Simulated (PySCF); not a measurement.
Predicted microwave data (PBE0/pcSseg-1 in PySCF (dipole) on a GFN2-xTB geometry, gas phase) for one isomer of C6H14Si3:

- Rotational constants: A = 1151, B = 841.4, C = 724.8 MHz
- Dipole components: |μa| = 0.93 D, |μb| = 0.72 D, |μc| = 0.00 D
- Inertial defect: -342.33 u·Å²
- κ: -0.45

Task: Which candidate fits, each taken in the one conformer that was computed?
A. `[CH3:1][Si@H:2]([C:3]#[C:4][CH:5]1[CH2:6][CH2:7]1)[SiH2:8][SiH3:9]` with C1–Si2–Si8–Si9 97°
B. `[CH:1]#[C:2][Si@@H:3]([CH:4]=[CH2:5])[C@@H:6]([SiH3:7])[SiH2:8][CH3:9]` with C2–Si3–C4–C5 -140°, C2–Si3–C6–Si7 166°, Si3–C6–Si8–C9 55°
C. `[SiH3:1][C:2]1([SiH3:3])[SiH2:4][CH:5]=[C:6]1[CH:7]1[CH2:8][CH2:9]1` with C5–C6–C7–C8 35°
D. `[CH2:1]=[C:2]([CH3:3])[C:4]1=[CH:5][SiH2:6][C:7]1([SiH3:8])[SiH3:9]` with C1–C2–C4–C5 180°

Result: D. It is C=C(C)C1=C[SiH2]C1([SiH3])[SiH3], an asymmetric top, point group Cs. The candidates at the same level (rigid rotor, commonest isotopes):

```json
{"SMILES": "C#C[Si@@H](C=C)[C@@H]([SiH3])[SiH2]C", "A (MHz)": "942.9", "B (MHz)": "810.1", "C (MHz)": "585.3", "μa (D)": "0.76", "μb (D)": "0.25", "μc (D)": "0.16", "Δ (u·Å²)": "-296.34", "point group": "C1", "rotor": "asymmetric top"}
{"SMILES": "C[Si@H](C#CC1CC1)[SiH2][SiH3]", "A (MHz)": "1086", "B (MHz)": "577.2", "C (MHz)": "419.0", "μa (D)": "1.12", "μb (D)": "0.00", "μc (D)": "0.53", "Δ (u·Å²)": "-134.89", "point group": "C1", "rotor": "asymmetric top"}
{"SMILES": "[SiH3]C1([SiH3])[SiH2]C=C1C1CC1", "A (MHz)": "1210", "B (MHz)": "754.3", "C (MHz)": "709.2", "μa (D)": "1.14", "μb (D)": "0.21", "μc (D)": "0.00", "Δ (u·Å²)": "-374.99", "point group": "Cs", "rotor": "asymmetric top"}
{"SMILES": "C=C(C)C1=C[SiH2]C1([SiH3])[SiH3]", "A (MHz)": "1151", "B (MHz)": "841.4", "C (MHz)": "724.8", "μa (D)": "0.93", "μb (D)": "0.72", "μc (D)": "0.00", "Δ (u·Å²)": "-342.33", "point group": "Cs", "rotor": "asymmetric top"}
```

`C[Si@H](C#CC1CC1)[SiH2][SiH3]` has C 42 % too low; `[SiH3]C1([SiH3])[SiH2]C=C1C1CC1` has B 10 % too low; `C#C[Si@@H](C=C)[C@@H]([SiH3])[SiH2]C` has C 19 % too low. In the right answer the mirror of this Cs structure is the ab plane, so μc vanishes by symmetry. No structure here is proved a minimum.
